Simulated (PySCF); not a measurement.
CsI, SMILES [I][Cs]. Heavy atoms are numbered as in [Cs:1][I:2].

Coordinates come from a PBE-D3(BJ)/def2-TZVPD optimisation. The def2 effective core potentials stand for the cores of Cs, I; spin–orbit coupling is left out.

Calculation: M06-2X/def2-TZVPD run with PySCF.

Mulliken values depend strongly on the basis, most of all with diffuse functions as here. ESP charges are fitted to the potential on shells at 1.4 to 2.0 van der Waals radii. Atomic charges (e), one atom of each kind:

```csv
atom,Mulliken,ESP fit
Cs1,0.88,(withheld)
I2,-0.88,(withheld)
```

Complete the blanks. (Estimate from the structure and the level; the computed values follow.)


- Cs1, ESP fit: 0.70
- I2, ESP fit: -0.70
